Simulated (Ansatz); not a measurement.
```xyz
4

C     0.0000    0.0000    0.0000
H     0.0000    1.0784    0.0000
H     0.9339   -0.5392    0.0000
H    -2.8018   -1.6176    0.0000
```

Basis set: pcseg-2 (spherical functions). Charge 0, multiplicity 2.

Computed with Ansatz (development build ahead of 0.2.0); each method stands on the lowest determinant of its kind that the runs found.

Give the atomization energy at this shape (free ground-state atoms in the same class of orbitals less the molecule, no zero-point energy) of doublet CH₃ in separate pieces by PBE (unrestricted), UHF, ROHF.

```tsv
method	atomization energy
PBE (unrestricted)	193.42 kcal/mol
UHF	154.08 kcal/mol
ROHF	125.81 kcal/mol
```

Caution: the shape is not the minimum. Caution for PBE (unrestricted): charge can spread falsely over distant fragments. Caution for PBE (unrestricted), UHF: the unrestricted determinant is a mixture of spin states. Caution for ROHF: an unrestricted determinant lies well below.
